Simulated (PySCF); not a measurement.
C₂H₇FOSi₂, SMILES C=C[Si@@H](F)O[SiH3]. Atoms are numbered in the order given.

```xyz
13

C      2.6180    -0.6266     0.2269
C      1.6760     0.2229     0.6863
Si     0.3221     0.8791    -0.4116
F      0.5548     0.2079    -1.8902
O     -1.1801     0.4440     0.1541
Si    -1.9509    -0.8852     0.8366
H      2.6270    -0.9554    -0.8264
H      3.4151    -1.0293     0.8758
H      1.7053     0.5270     1.7496
H      0.3088     2.3623    -0.5812
H     -1.2088    -1.3470     2.0620
H     -3.3360    -0.4567     1.2200
H     -2.0243    -2.0170    -0.1502
```

Geometry: PBE-D3(BJ)/def2-SVP. The structure was generated by enumeration; whether it is a known compound was not checked. Other conformers were not sampled.

Calculation: SMD-ωB97X/6-31G* (PySCF).

Solvation free energies are E(SMD) − E(gas) at the gas-phase geometry, for 1 M in both phases. In vacuum the dipole moment is 1.95 D.

```json
[
 {"solvent": "water", "ΔG(solv) (kcal/mol)": "1.6", "its non-electrostatic (CDS) part": "5.2", "dipole (D)": "2.48"},
 {"solvent": "acetone", "ΔG(solv) (kcal/mol)": "___", "its non-electrostatic (CDS) part": "___", "dipole (D)": "___"},
 {"solvent": "n-hexane", "ΔG(solv) (kcal/mol)": "-1.7", "its non-electrostatic (CDS) part": "-0.6", "dipole (D)": "2.12"}
]
```

Problem. Fill in the missing entries. (Estimate from the structure and the level; the computed values follow.)

Solution. 
- acetone, ΔG(solv) (kcal/mol): -2.6
- acetone, its non-electrostatic (CDS) part: 0.3
- acetone, dipole (D): 2.40
